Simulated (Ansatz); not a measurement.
SiTe2⁺. Charge 1, multiplicity 2. Geometry B3LYP-D4/def2-TZVP, basis def2-TZVP, Ansatz.

```xyz
3

Si   -0.0052   -0.0021    0.0008
Te    0.4964   -0.3929    2.2113
Te   -0.4913    0.3950   -2.2121
```

| run | HOMO (eV) | LUMO (eV) |
| --- | --- | --- |
| A | -10.98 | -10.91 |
| B | -11.89 | -10.26 |
| C | -11.22 | -10.79 |
| D | -11.55 | -10.53 |

In the def2 sets Te takes a core potential; there is no spin–orbit coupling. HOMO above LUMO, or a gap near zero within one spin, warns that the state may not be the lowest or that an electron is smeared out. Another isomer (doublet) lies 0.86 eV lower at PBE0-D4/def2-TZVP; other spin states weren't run for this one.

HOMO and LUMO are taken over both spins.

Problem. The runs used PBE, PBE0, r2SCAN, r2SCANh. Estimate which is which.

Solution. A PBE (0 % exact exchange); B PBE0 (25 % exact exchange); C r2SCAN (0 % exact exchange); D r2SCANh (10 % exact exchange). Exact exchange lowers occupied and raises empty levels; among semilocal functionals meta-GGAs tend to open the gap a little, and such runs are hard to tell apart. The gap grows from 0.06 eV (PBE) to 1.63 eV (PBE0). At PBE-D4/def2-TZVP the gap within one spin of the charge 1 doublet nearly closes, so an electron or hole may be smeared out by delocalisation error. At r2SCANh-D4/def2-TZVP the charge 1 doublet is spin-contaminated (final ⟨S²⟩ up to 0.84, 0.75 for a pure state).
